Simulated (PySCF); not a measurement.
CH₄BN, SMILES `N/C=B/[H]`, neutral singlet in the gas phase. 

Cartesian coordinates (Å):
```xyz
7

B      1.4137    -0.2179     0.0339
C      0.1323     0.3028    -0.0532
N     -1.1791    -0.1582    -0.2403
H      2.5443    -0.5343     0.0642
H      0.2247     1.3975    -0.0575
H     -1.2814    -1.1445    -0.0550
H     -1.8545     0.3545     0.3079
```
Charge 0, spin multiplicity 1.

All levels are single points at this geometry (PBE0-D3(BJ)/def2-TZVP); Pople sets use spherical d functions. Orbital energies aren't observables, and empty levels follow the basis.

B3LYP/6-311+G** in PySCF gives dipole (D) = 1.20.

Estimate the dipole (D) from each of these levels: ωB97X-D3(BJ)/def2-TZVP in PySCF; B3LYP/3-21G in PySCF; B3LYP/6-31G* in PySCF; M06-2X/6-31G* in PySCF; HF/STO-3G in PySCF.


```csv
level,dipole (D)
ωB97X-D3(BJ)/def2-TZVP in PySCF,1.17
B3LYP/3-21G in PySCF,1.53
B3LYP/6-31G* in PySCF,1.31
M06-2X/6-31G* in PySCF,1.29
HF/STO-3G in PySCF,1.33
```
